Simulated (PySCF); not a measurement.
# From a computed spectrum to the compound

A species of 5 atoms with charge 0 has these harmonic modes (BP86, small Gaussian bases with core potentials, PySCF 2.14.0):

```csv
cm⁻¹,km/mol,symmetry
251,0.0,a1'
309,0.0,e''
309,0.0,e''
336,53.1,e'
336,53.1,e'
564,130.2,e'
564,130.2,e'
567,206.2,a2''
634,0.0,a1'
```

Question: Which species is it, and in which structure?

Answer: Lu2O3 (singlet in the valence; each metal's 4f electrons, 14 of them, lie in its core potential, out of spins and levels):
```xyz
5

Lu    0.0000    0.0000    1.3409
Lu    0.0000    0.0000   -1.3409
O     1.5425    0.0000    0.0000
O    -0.7713    1.3359    0.0000
O    -0.7713   -1.3359    0.0000
```
Ideal gas at 298.15 K and 1 bar: S = 328.2 J/(mol K), Cp = 85.8 J/(mol K), H − H(0 K) = 17.1 kJ/mol (rigid rotor, harmonic modes, spin degeneracy alone, that of the 4f electrons in the core included). An lcecp potential fixes the number of 4f electrons, so in runs with it no electron can move into or out of that shell.
 Other answers can fit too; this one was computed.
